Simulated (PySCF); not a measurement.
Ionising BPb

UHF-CCSD(T); PySCF, scalar-relativistic core potentials, basis sets B def2-SVPD, Pb def2-SVPD with ECP60. Neutral (UHF): quartet (σ ↑, π ↑↑), Re = 2.283 Å, ωe = 492 cm⁻¹, De = 2.15 eV.

BPb⁻ (UHF): triplet (σ ↑, π ↑), Re = 2.218 Å, ωe = 525 cm⁻¹, De = 2.26 eV to B + Pb⁻. The energies at the minima are -216.54459 hartree for BPb and -216.58397 for BPb⁻.

**Question.** Work out the adiabatic electron affinity, without and with harmonic zero-point energies (1 hartree = 27.2114 eV, 1 eV = 8065.5 cm⁻¹), and the change of the bond length.

**Answer.** At UHF-CCSD(T): 0.03938 hartree = 1.072 eV between the minima; the zero-point term (492.0 − 525.0)/2 cm⁻¹ = -0.002 eV makes it 1.070 eV. Re changes by -6.5 pm against the neutral. The electron enters a π orbital; the charge polarises the partner, so the anion is bound more strongly.

Correlated steps freeze 5 core orbitals. Correlated levels converge slowly with the basis: in double zeta they bind strong bonds too weakly, by up to about 1 eV, and carry superposition errors of some tenths. Spin–orbit coupling is left out, which matters for elements this heavy, above all for dissociation energies. For an ion De counts to the pair picked by the measured ionisation energies or electron affinities, which need not be the lowest pair at this level. States were picked by a PBE0 search and need not be the measured ground states.
